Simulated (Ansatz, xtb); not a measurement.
# C4H5NOSe: which of two isomers lies lower

We compare X, `OCc1cc[se]n1`, a singlet, with Y, `COc1ncc[se]1`, a singlet. Both are isolated molecules in the gas phase, relaxed with r2SCAN-D4/def2-SVP; each stands in its lowest conformer found.

Quicker runs give these differences E(Y) − E(X): GFN2-xTB −0.490 eV; HF/STO-3G −0.677 eV (at GFN2-xTB geometries); r2SCAN-D4/def2-SVP//GFN2-xTB −0.304 eV.

**Question.** Estimate E(Y) − E(X) at the level CCSD(T)/def2-SVP + ΔMP2/def2-TZVPP.

**Answer.** Too close to call at this level: CCSD(T)/def2-SVP + ΔMP2/def2-TZVPP gives E(Y) − E(X) = +0.011 eV.

Level by level:

| level | geometry | E(Y) − E(X) (eV) | departure from the last row (eV) | job, with rough time for the two |
| --- | --- | --- | --- | --- |
| GFN2-xTB | GFN2-xTB | −0.490 | −0.502 | optimisation, 0.26 s |
| HF/STO-3G | GFN2-xTB | −0.677 | −0.688 | single point, 0.52 s |
| r2SCAN-D4/def2-SVP//GFN2-xTB | GFN2-xTB | −0.304 | −0.315 | single point, 4.6 s |
| r2SCAN-D4/def2-SVP | r2SCAN-D4/def2-SVP | −0.283 | −0.294 | optimisation, 54 s |
| HF/def2-SVP | r2SCAN-D4/def2-SVP | −0.308 | −0.319 | part of the CCSD(T) run |
| MP2/def2-SVP | r2SCAN-D4/def2-SVP | −0.117 | −0.128 | part of the CCSD(T) run |
| CCSD(T)/def2-SVP | r2SCAN-D4/def2-SVP | −0.169 | −0.181 | single point |
| CCSD(T)/def2-SVP + ΔMP2/def2-TZVPP | r2SCAN-D4/def2-SVP | +0.011 |  | single point, 99 s |

As drawn, Y has 1 C–O, 1 C∷N, 1 C∷Se, 1 C–H in place of 1 C–C, 1 C∷C, 1 N∷Se, 1 O–H (∷ is an aromatic bond).

The largest departure from CCSD(T)/def2-SVP + ΔMP2/def2-TZVPP is that of HF/STO-3G, 0.688 eV. The last row adds to CCSD(T) the change of the MP2 difference between the two basis sets, here +0.181 eV, a large step that makes the value less sure.

With thermal terms from frequencies at re-optimised GFN2-xTB minima (ideal gas, soft modes damped towards free rotors, one conformer each, 298.15 K, 1 atm): on the last row, ΔE + ΔZPE = +0.022, ΔH = +0.022, ΔG = +0.033 eV.

The correlated steps freeze 15 core orbitals; the filled d shell of Se is correlated, in a basis made for valence electrons. Run with Ansatz 0.2.0, xtb 6.7.1; the last row on 4 threads of Arm Neoverse V1 on a shared host.
